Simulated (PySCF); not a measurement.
Compound: C₅H₆BNO₂.
SMILES: `OB(O)C1=CC=NC=C1`

Level: wB97X-D/def2-SVPD in PySCF, non-relativistic, on one gas-phase PBE0-D3(BJ)/def2-SVP geometry that isn't relaxed in the solvent. The solvent is an IEF-PCM continuum (van der Waals radii × 1.2), and excitations are vertical TDDFT with non-equilibrium linear response and a frozen core. Specific hydrogen bonds and non-electrostatic terms are outside this model.

Gas-phase singlets (H = HOMO, L = LUMO):

```
state  E (eV)  λ (nm)      f  leading configuration
   S1   4.651     267  0.004                H→L 95%
   S2   5.230     237  0.057              H-1→L 84%
   S3   5.392     230  0.000              H→L+2 99%
   S4   6.191     200  0.042              H-2→L 66%
   S5   7.048     176  0.732            H-1→L+2 64%
```

Give the list for acetone (ε = 20.49), n² = 1.85.

```tsv
state	E (eV)	λ (nm)	f	leading configuration	change by rank (eV)
S1	4.855	255	0.005	H-1→L 96%	+0.204
S2	5.232	237	0.082	H→L 86%	+0.002
S3	5.590	222	0.000	H-1→L+1 99%	+0.198
S4	6.186	200	0.043	H-2→L 65%	-0.005
S5	6.907	179	0.876	H→L+1 64%	-0.141
```

How do the frontier levels move from gas to acetone?

| orbital | gas (eV) | solvent (eV) | change (eV) |
| --- | --- | --- | --- |
| LUMO+2 | 1.47 | 1.54 | +0.07 |
| LUMO+1 | 1.00 | 1.27 | +0.27 |
| LUMO | 0.45 | 0.31 | -0.14 |
| HOMO | -9.14 | -9.42 | -0.28 |
| HOMO-1 | -9.22 | -9.53 | -0.31 |
| HOMO-2 | -9.96 | -10.17 | -0.21 |
| HOMO-3 | -11.90 | -11.60 | +0.30 |

The HOMO–LUMO gap goes from 9.59 to 9.72 eV. Rows go by rank; for HOMO-3, HOMO-1, HOMO, LUMO+1 and LUMO+2 the atom shares or the degeneracy differ between the runs, so the row needn't follow one orbital.

Shape of the structure used: `[OH:1][B:2]([OH:3])[c:4]1[cH:5][cH:6][n:7][cH:8][cH:9]1`: O1–B2–C4–C5 -3°, H–O1–B2–O3 0°, H–O3–B2–O1 -1°.
